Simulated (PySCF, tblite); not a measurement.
Species: C₂H₁₀OSSi₂.
Cartesian coordinates in Å at the GFN2-xTB level; atoms count from 1:
```
atom  x, y, z in Å
C1     2.3352    0.7883   -0.5064
S2     1.7568    0.1080    1.0781
Si3    0.0532   -1.0110    0.3971
C4    -1.0100   -1.4233    1.8997
O5    -0.7586   -0.1145   -0.6790
Si6   -1.5022    1.1548   -1.3675
H7     3.1952    1.4119   -0.2869
H8     1.5431    1.3832   -0.9512
H9     2.6200   -0.0217   -1.1705
H10    0.5105   -2.1485   -0.3941
H11   -1.3565   -0.5244    2.4026
H12   -1.8814   -1.9973    1.6022
H13   -0.4508   -2.0104    2.6202
H14   -2.8383    0.6747   -1.7024
H15   -0.6954    1.4805   -2.5438
H16   -1.5283    2.2584   -0.4095
```

Computed, not measured: PBE0/def2-SVPD in PySCF (dipole) on a GFN2-xTB geometry, gas phase.

Take the most abundant isotopes and a rigid rotor. The values belong to one conformer with, in the numbering `[CH3:1][S:2][Si@@H:3]([CH3:4])[O:5][SiH3:6]`, C1–S2–Si3–C4 -164°, S2–Si3–O5–Si6 -47°.

Problem. What are A, B and C (MHz)?

Solution. Ia = 239.90, Ib = 369.79, Ic = 549.87 u·Å²; 505379 MHz·u·Å²/I gives A = 2107, B = 1367, C = 919.1 MHz.

Problem. What kind of rotor is it?

Solution. An asymmetric top. Ray's parameter κ = (2B − A − C)/(A − C) = -0.246; −1 is the prolate and +1 the oblate limit.

Problem. What does the inertial defect say?

Solution. Not planar: Δ = Ic − Ia − Ib = -59.82 u·Å². For a rigid frame Δ = −2 Σ m c², so Σ m c² = 29.91 u·Å² lies off the ab plane: 11.02 from hydrogen and 18.89 from heavier atoms. The atom farthest from that plane is 1.95 Å away.

Problem. Give the other two planar moments, Paa and Pbb, and the rms extents of the mass along the axes.

Solution. Paa = Σ m a² = (Ib + Ic − Ia)/2 = 339.88 and Pbb = Σ m b² = (Ia + Ic − Ib)/2 = 209.99 u·Å². With the mass M = 138.00 u, the rms extents √(P/M) along a, b and c are 1.57, 1.23, 0.47 Å.

Problem. Predict some low-J microwave lines.

Solution. The dipole components are |μa| = 1.18 D, |μb| = 0.07 D, |μc| = 0.21 D. The squared components, which scale the intensities, stand as 1.00 : 0.00 : 0.03 (a : b : c). Some lines, for components of 0.1 D or more:

```csv
type,branch,"J(Ka,Kc)",MHz,lower level (cm⁻¹)
c,Q,"2(1,2) ← 2(0,2)",442,0.224
a,Q,"1(1,0) ← 1(1,1)",448,0.101
c,Q,"1(1,1) ← 1(0,1)",740,0.076
a,Q,"2(1,1) ← 2(1,2)",1343,0.238
c,Q,"2(2,1) ← 2(1,1)",2220,0.283
a,R,"1(0,1) ← 0(0,0)",2286,0.000
c,R,"1(1,0) ← 0(0,0)",3473,0.000
a,R,"2(1,2) ← 1(1,1)",4124,0.101
a,R,"2(0,2) ← 1(0,1)",4421,0.076
a,R,"2(1,1) ← 1(1,0)",5019,0.116
c,R,"2(1,1) ← 1(0,1)",6207,0.076
c,R,"2(2,0) ← 1(1,0)",7389,0.116
c,R,"2(2,1) ← 1(1,1)",7687,0.101
```

Problem. Estimate the classical rotational partition function at 25 K, 200 K and 298.15 K.

Solution. Point group C1, symmetry number σ = 1; q = (√π/σ)·√((kT/h)³/(ABC)), k/h = 20836.6 MHz/K: 13000 at 25 K, 293000 at 200 K, 534000 at 298.15 K.

Its GFN2-xTB frequencies are all real (lowest 37 cm⁻¹). These are rigid-rotor constants of the computed structure; measured ground-state constants (B0) also hold zero-point vibration. A rigid rotor knows nothing of internal rotation, which can split or shift real lines.

Time: 63 s. Hardware: one thread of an Arm Neoverse N1, no GPU (shared host). This is the PBE0/def2-SVPD job that gave the dipole, with the excitations it also computed.
